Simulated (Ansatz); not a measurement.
Pulling on the N2–H5 bond in aminoborane (SMILES BN) (multiplicity 1 held, fragments rigid). Energies count from the point at 1.007 Å.
Geometry at that point (charge 0, multiplicity 1):
```xyz
6

B     -0.77598     0.04477    -0.00303
N      0.60928    -0.03515     0.00238
H     -1.41382    -0.96287    -0.03106
H     -1.29389     1.11910     0.02047
H      1.20971     0.77280     0.02532
H      1.11297    -0.90681    -0.01625
```

R- and RO- levels are restricted; in cc, def2 and unpolarised 6-31G sets they are followed outwards from rest. Unrestricted levels (U-) break spin symmetry where that is lower. Active spaces are followed from a long bond inwards. Curves can end on different states.

Frozen-core correlation.

Codes used: Ansatz (an electronic-structure program) with Gaussian orbitals. Each number belongs to the level named beside it.

Problem. Estimate the energy at R = 3.222 Å that U-B3LYP/cc-pVTZ returns for this input.

Solution. 5.44 eV

Problem. What energy at R = 3.222 Å does FIC-MRCISD+Q on CASSCF(2,2)/cc-pVTZ give?

Solution. 5.57 eV

Problem. What energy at R = 3.222 Å does R-MP2/cc-pVTZ give?

Solution. 6.74 eV

Doubts at one or more of the structures used: a spin-contaminated determinant (U-B3LYP/cc-pVTZ); a restricted determinant that unrestricted orbitals would lower (R-MP2/cc-pVTZ).
